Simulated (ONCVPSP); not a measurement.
## Plane-wave convergence, ONCV potential for sulfur

ONCVPSP 4.0.1 input, shortened (lines: element, Z, core and valence counts, functional; n l f; lmax; l rc ep ncon nbas qcut; lloc lpopt rc5 dvloc0; l nproj debl; icmod fcfact rcfact), LDA (Perdew-Zunger), scalar-relativistic:

```
  S 16.00    1    4        3      upf
    1    0    2.00
    2    0    2.00
    2    1    6.00
    3    0    1.00
    3    1    5.00
    1
    0    0.80    0.00    4    9   19.30
    1    0.65    0.00    3    7   17.30
    4    5    0.45    0.00
    0    2    2.60
    1    2    2.80
    0    0.00    0.00
```

Problem. For each optimised wave give the share of its norm inside rc, the residual kinetic energy above qcut (Ha) and the cutoffs (Ha) for errors of 10, 1, 0.1 and 0.01 mHa per electron.

Solution.

| wave | norm inside rc | residual KE | 10 mHa | 1 mHa | 0.1 mHa | 0.01 mHa |
| --- | --- | --- | --- | --- | --- | --- |
| 2s | 0.925 | 5.9e-09 | 59.3 | 95.5 | 120.5 | 139.6 |
| 3s | 0.055 | 7.7e-09 | 27.3 | 82.6 | 113.2 | 137.0 |
| 2p | 0.842 | 3.6e-04 | 119.5 | 139.6 | 365.3 | not reached |
| 3p | 0.032 | 9.8e-05 | 99.8 | 127.4 | 149.8 | 305.7 |

The occupied waves need 140 Ha and 365 Ha for 1 and 0.1 mHa.
